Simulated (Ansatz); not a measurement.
C2H5ClSi can be A, `[SiH3]/C=C/Cl`, or B, `Cl[SiH]1CC1`.

Program: Ansatz. Geometries: PBE0-D4/def2-TZVP. ΔE: electronic, gas phase. CCSD(T)/CBS adds triple-zeta CCSD(T) − MP2 to the extrapolated MP2 energy (def2 sets, frozen cores). Functionals use def2-TZVPP. B3LYP here is the variant with VWN-RPA as its local correlation; programs differ in this.

**Question.** Which isomer does CCSD(T)/CBS put lower? Give the gap. (An estimate is asked.)

**Answer.** The calculation gave: B, by 107.2 kJ/mol.

**Question.** Give E(B) − E(A) in kJ/mol with B3LYP-D4, PBE0-D4, ωB97M-V, B3LYP, LDA (SPW92), r2SCAN-D4, CCSD(T)/def2-SVP. (An estimate is asked.)

**Answer.** The calculation gave: B3LYP-D4 -95.9, PBE0-D4 -119.1, ωB97M-V -114.6, B3LYP -95.1, LDA (SPW92) -124.3, r2SCAN-D4 -115.9, CCSD(T)/def2-SVP -89.9. None reverses the order clearly.

**Question.** Does the order hold for the free energy at 298.15 K (harmonic terms from PBE0-D4)? (Estimate.)

**Answer.** Computed: Yes: G(B) − G(A) = -91.1 kJ/mol.

Largest T1 diagnostic: 0.011.

From r2SCAN to r2SCAN0 (25 % exact exchange), in def2-TZVPP and without D4, E(B) − E(A) moves by −6.5 kJ/mol. At CCSD(T), def2-SVP lies +17.2 kJ/mol from the extrapolated value and def2-TZVPP +4.6 kJ/mol.
